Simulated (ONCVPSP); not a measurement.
## B: ONCV pseudisation with PBE, fully relativistic reference atom.

* Element: B (Z = 5)
* Generator: ONCVPSP 4.0.1
* Type: optimised norm-conserving Vanderbilt (ONCV)
* Functional: PBE
* Relativity: fully relativistic
* Frozen core: [He]
* Valence charge: 3
* Reference configuration: 2s1.5 (charge +1.5)
* Partial waves: 2s: rc 1.35 bohr, ncon 3, nbas 7, qcut 4.7 1/bohr, 1 projector; p scattering state at 0.25 Ha: rc 1.40 bohr, ncon 4, nbas 8, qcut 6.3 1/bohr, 3 projectors, debl 1.2 Ha; d scattering state at 0.04 Ha: rc 1.10 bohr, ncon 4, nbas 7, qcut 7.9 1/bohr, 2 projectors, debl 3.4 Ha
* Local potential: polynomial inside 1.10 bohr (lpopt 5, dvloc0 4 Ha)
* Core correction: Teter function, parameters optimised by the program

Open shells are filled in proportion to 2j + 1.

In the p channel the program set the typed energies aside and used 0.050, 1.250, 2.450 Ha (j = l + 1/2; the other j can differ).

Question: Estimate the cutoffs (Ha) at which the residual kinetic energy of the hardest occupied pseudo-wave falls to 1 and 0.1 mHa per electron.

Answer: 11 Ha and 62 Ha.

Question: What does a ghost test show?

Answer: No bound ghost flagged; GHOST(+) flags only above 600 eV.

Question: Tests: 2s2 2p1; 2s2; 2s1; 2s1 2p2. Which has the largest error in its energy relative to the reference configuration, and how large is it?

Answer: 2s1 2p2, with +50 meV (all-electron minus pseudo) on -13.58 eV.
